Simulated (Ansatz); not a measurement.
Consider the hydrogenolysis of a B–O bond: `OCB(O)O` + H₂ → `OBCO` + H₂O.

Isolated molecules relaxed with PBE0-D4/def2-TZVP in Ansatz; ΔE leaves out vibrations. CCSD(T)/CBS adds triple-zeta CCSD(T) − MP2 to the extrapolated MP2 energy (def2 sets, frozen cores). This one scheme is used for every species. One conformer a species, not always the lowest.

`OCB(O)O`:

Z-matrix (Å, degrees):
```
C
B 1 1.580
O 1 1.425 2 107.6
H 1 1.099 2 109.9 3 -121.5
H 1 1.099 2 109.9 3 121.5
O 2 1.360 1 119.4 3 -179.9
O 2 1.358 1 120.0 3 0.1
H 3 0.959 1 109.7 2 -179.9
H 6 0.961 2 112.1 1 -180.0
H 7 0.965 2 109.5 1 -0.0
```

H₂:

Z-matrix (Å, degrees):
```
H
H 1 0.746
```

`OBCO`:

```xyz
9

O    -0.078   -0.293    1.515
B     0.618    0.182    0.452
C    -0.090    0.123   -0.938
O    -1.393   -0.424   -0.943
H     0.387   -0.241    2.352
H     1.727    0.625    0.590
H    -0.113    1.142   -1.358
H     0.553   -0.444   -1.630
H    -1.610   -0.670   -0.039
```

H₂O:

Cartesian coordinates in Å:
```
O -0.372 -0.094 -0.067
H 0.411 -0.542 -0.394
H -0.039 0.635 0.461
```

```
  species  CCSD(T)/CBS(def2) energy (Eh)
`OCB(O)O`                     -291.49113
       H₂                       -1.17544
   `OBCO`                     -216.24147
      H₂O                      -76.37941
```

Problem. Work out ΔE.

Solution. ΔE = (-216.24147) + (-76.37941) − (-291.49113) − (-1.17544) = 0.04569 Eh = +28.7 kcal/mol.

Largest T1 diagnostic among the species: 0.012.

In def2-TZVPP, CCSD(T) changes the Hartree–Fock value by +1.3 kcal/mol (the triples alone add +0.6 kcal/mol) and MP2 by +2.1 kcal/mol. The D4 term adds +1.1 kcal/mol with B3LYP and +0.6 kcal/mol with PBE0; it sums over pairs of atoms, weighted by their polarisabilities, and B3LYP, whose exchange is more repulsive, gets the larger term.

B3LYP here is the variant with VWN-RPA as its local correlation; programs differ in this.
